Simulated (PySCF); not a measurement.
**Dipole response of Ge¹⁸⁺ (germanium, charge +18)**

[Ne] 3s2 3p2, high-spin 3P determinant. All numbers are calculated (PySCF 2.14, the spin-free X2C one-electron Hamiltonian (Gaussian nucleus), in an uncontracted even-tempered set (18 s from 1.5 bohr⁻², ratio 2.5; 12 p from 2 bohr⁻², ratio 2.5; 5 d from 9.5 bohr⁻², ratio 2.7; 4 f from 14 bohr⁻², ratio 2.7)). Coupled (time-dependent) response in atomic units; α is the mean over directions.

| method | mean α (bohr³) | α xx, yy, zz | C₆ (like pair) | S(−4) |
| --- | --- | --- | --- | --- |
| UHF | 0.1149 | 0.1409, 0.1019, 0.1019 | 0.02929 | 0.01988 |
| PBE0 | 0.1110 | 0.1380, 0.09746, 0.09746 | 0.02791 | 0.01828 |

S(−4) is the Cauchy moment in α(ω) = α(0) + S(−4) ω² + …

Spin-orbit coupling is absent.

α(iu) at PBE0:

```tsv
u (hartree)	α(iu) (bohr³)
0	0.1110
0.300	0.1093
0.600	0.1048
1.20	0.09078
1.80	0.07553
2.40	0.06246
3.00	0.05210
4.50	0.03518
6.00	0.02569
9.00	0.01620
15.0	0.009242
```

For an ion, C₆ is the dispersion term alone; charge-induced terms of lower order in 1/R come first.

The components differ because the open shell of this determinant is not spherical; for a pure term their mean is the scalar polarisability.

Spin-orbit coupling is strong in this species (close to jj coupling), so the high-spin LS determinant is a model state, not a physical level.
